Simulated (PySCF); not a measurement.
BBr₂, SMILES Br[B+]Br, charge +1.

Geometry: TPSSh-D3(BJ)/def2-TZVP.

Two levels are set side by side: TDA-PBE/def2-SVPD (PySCF) and TDA-B3LYP/def2-SVPD (PySCF). Vertical, same geometry. The lowest singlet is HOMO→LUMO+1 50 %, HOMO−1→LUMO 50 % with PBE and HOMO→LUMO+1 50 %, HOMO−1→LUMO 50 % with the other functional; states are paired by order. Differences are taken from unrounded values.

```tsv
quantity	TDA-B3LYP	TDA-PBE	TDA-PBE minus TDA-B3LYP
lowest singlet excitation (eV)	5.49	5.25	-0.23
lowest triplet excitation (TDA) (eV)	5.04	4.82	-0.22
first bright state (f over 0.05) (eV)	7.84	7.69	-0.15
its oscillator strength	1.02	0.97	-0.05
```

Functionals without exact exchange tend to place singlet excitations lower, as here. Differences between two approximate levels are no errors against the true value.

Rough cost on one machine, each run with all the roots and properties that it gave: TDA-B3LYP against TDA-PBE about 2 times.
